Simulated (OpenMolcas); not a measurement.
**Mn3+: ligand-field states by method**

Mn3+ with its 6 nearest chloride ions at 2.48 Å, on the Y site of Cs2NaYCl6 (a = 10.7396 Å, distance in the model lattice 2.619 Å). The rest of the host is ab initio model potentials to 7.6 Å, with orthogonalisation functions on the cations behind the ligands, and point charges beyond; the distance is set by hand and nothing relaxes. Ligand basis ANO-RCC-VDZP.
```
Mn    0.0000    0.0000    0.0000
Cl    2.4800    0.0000    0.0000
Cl    0.0000    2.4800    0.0000
Cl   -2.4800    0.0000    0.0000
Cl    0.0000   -2.4800    0.0000
Cl    0.0000    0.0000    2.4800
Cl    0.0000    0.0000   -2.4800
```

* Program: OpenMolcas
* Basis: ANO-RCC-VDZP [5s4p2d1f]
* Scalar Hamiltonian: DKH2, point nucleus
* Active space: 4 electrons in 5 orbitals (3d)
* State averaging: 2S+1 = 5 even, 5 roots; 2S+1 = 3 even, 45 roots; 2S+1 = 1 even, 50 roots
* Spin-orbit coupling: RASSI with atomic mean-field integrals over the reference wave functions

I. CASSCF
II. SS-CASPT2, IPEA 0.25 Eh, imaginary shift 0.1 Eh (closed shells correlated: 3s 3p and the ligand valence shells)

Spin-free states (labels of O, the rotations of Oh) in cm-1, each column counted from its own energy of the first state listed:

```
State  Degeneracy      I     II
   5E           2      0      0
  5T2           3   9623  12580
  3T1           3  16344   8190
   3E           2  21484  15330
  3T1           3  23723  16350
  3T2           3  24330  17450
  3A2           1  26080  18580
  3A1           1  26866  18960
  1T2           3  27761  15060
   1E           2  28404  15910
   3E           2  29534  21790
  3T1           3  30606  28260
  3T2           3  31573  28270
  3T1           3  32210  27110
  1A1           1  32444  18680
  1A2           1  32747  23030
  1T2           3  33148  22530
  1T1           3  34753  24340
  3T2           3  36742  32220
  3T1           3  38935  38850
```

From I to II, I's first state of the same spin (5T2) moves from 9623 to 12580 cm-1, by about +3000 cm-1.

From I to II, I's first state of another spin (3T1) moves from 16344 to 8190 cm-1, by about -8200 cm-1.

χT at 300 K: I 2.93, II 2.95 cm3 K/mol.

Roots that are degenerate in the reference are averaged as groups; the widest CASPT2 spread within a group is 910 cm-1 (the 3-fold group of multiplicity 3 near 52700 cm-1 above the lowest state of its run, II). Shifts and gaps below about the spread of the groups concerned are not significant. Over all roots computed the reference weight is 0.63 to 0.67 in II; a low but even weight reflects the number of correlated electrons. An orbital doublet at a regular site is open to a Jahn-Teller distortion, which this geometry leaves out. Ligand-to-metal charge-transfer states are missing. With no ligand orbital active B as a rule stays too high, so bands that hang on it stand too high and its fall with covalency is understated. Without dynamic correlation the repulsion within the d shell is too large (B by tens of per cent), so at a given field states of lower spin stand too high (holds for I). With metal d orbitals alone and no dynamic correlation the field as a rule comes out too small, by tens of per cent, by up to half for chloride and softer ligands (holds for I). This shell can be high or low spin here, a state of another spin lies low, and with metal d orbitals alone active their balance is uncertain, so the ground spin may be wrong (holds for II). These CASPT2 states fit no ligand-field parameters well, so their order and spin gaps are uncertain (holds for II). With one d shell and no ligand orbital active, 10Dq can be off by a tenth or more (holds for II). No measured value stands beside these numbers; the geometry was set by hand and not optimised.
